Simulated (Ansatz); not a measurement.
Geometry optimisation, Ansatz 0.2.0, RKS PBE-D4/def2-SVP.

input.yaml

```yaml
crystal:
  periodic: [false, false, false]
  atoms:
    - { symbol: "N", position_ang: [-1.229, -1.4265, 0.7795] }
    - { symbol: Si, position_ang: [0.0219, -0.459, 1.3827] }
    - { symbol: "N", position_ang: [1.0449, -0.4775, 0.162] }
    - { symbol: C, position_ang: [0.7804, 0.539, -0.6904] }
    - { symbol: O, position_ang: [-0.4268, 0.3033, -1.549] }
    - { symbol: O, position_ang: [0.9764, 1.8954, -0.3194] }
    - { symbol: H, position_ang: [-0.8174, -2.0942, 0.1939] }
    - { symbol: H, position_ang: [-1.6953, -0.7424, 0.0941] }
    - { symbol: H, position_ang: [-1.67671, -1.4191, 1.71817] }
    - { symbol: H, position_ang: [2.0219, -0.2828, 0.5278] }
    - { symbol: H, position_ang: [-0.3585, -0.5793, -1.8919] }
    - { symbol: H, position_ang: [0.2574, 2.4377, -0.6127] }
basis:
  gaussian: { orbitals: def2-SVP }
hamiltonian:
  xc: pbe
  dispersion: d4
relax:
  f_tol: 0.02
  max_steps: 50
output:
  orbitals: {}
```

Launched with:

```bash
$ ansatz run input.yaml --threads 2 --pin off --max-ram 3072MiB --backend cpu --events-out ev --progress --plain --runs-dir out
```

Task: Where does it end, and by what steps?

Result: The run converged. After 13 steps the energy has fallen by 5.338 eV; H9 moved furthest, 0.62 Å. The start is strongly strained (largest force component 8 eV/Å). Joined: Si2–C4.

```json
{"step": "0", "energy less start (eV)": "0.0000", "largest force component (eV/Å)": "8.486", "accepted": "yes"}
{"step": "1", "energy less start (eV)": "-2.1108", "largest force component (eV/Å)": "4.304", "accepted": "yes"}
{"step": "2", "energy less start (eV)": "-3.4283", "largest force component (eV/Å)": "2.996", "accepted": "yes"}
{"step": "3", "energy less start (eV)": "-4.3871", "largest force component (eV/Å)": "3.458", "accepted": "yes"}
{"step": "4", "energy less start (eV)": "-4.9931", "largest force component (eV/Å)": "1.344", "accepted": "yes"}
{"step": "5", "energy less start (eV)": "-5.1967", "largest force component (eV/Å)": "0.912", "accepted": "yes"}
{"step": "6", "energy less start (eV)": "-5.2866", "largest force component (eV/Å)": "0.551", "accepted": "yes"}
{"step": "7", "energy less start (eV)": "-5.3240", "largest force component (eV/Å)": "0.345", "accepted": "yes"}
{"step": "8", "energy less start (eV)": "-5.3136", "largest force component (eV/Å)": "0.512", "accepted": "no"}
{"step": "9", "energy less start (eV)": "-5.3360", "largest force component (eV/Å)": "0.105", "accepted": "yes"}
{"step": "10", "energy less start (eV)": "-5.3365", "largest force component (eV/Å)": "0.103", "accepted": "yes"}
{"step": "11", "energy less start (eV)": "-5.3360", "largest force component (eV/Å)": "0.143", "accepted": "no"}
{"step": "12", "energy less start (eV)": "-5.3382", "largest force component (eV/Å)": "0.039", "accepted": "yes"}
{"step": "13", "energy less start (eV)": "-5.3383", "largest force component (eV/Å)": "0.019", "accepted": "yes"}
```

```xyz
12
Properties=species:S:1:pos:R:3
N -1.257 -1.405 0.822
Si 0.132 -0.066 1.547
N 1.178 -0.536 0.069
C 0.348 0.569 -0.272
O -0.634 0.243 -1.268
O 1.050 1.736 -0.588
H -0.839 -2.342 0.733
H -1.390 -1.016 -0.144
H -2.155 -1.474 1.320
H 2.182 -0.317 0.090
H -0.133 -0.171 -2.007
H 0.418 2.473 -0.508
```

The run took 55 s on 2 threads of Intel(R) Xeon(R) Platinum 8259CL CPU @ 2.50GHz (Skylake/Cascade Lake), on a shared host, peak memory 0.18 GiB.
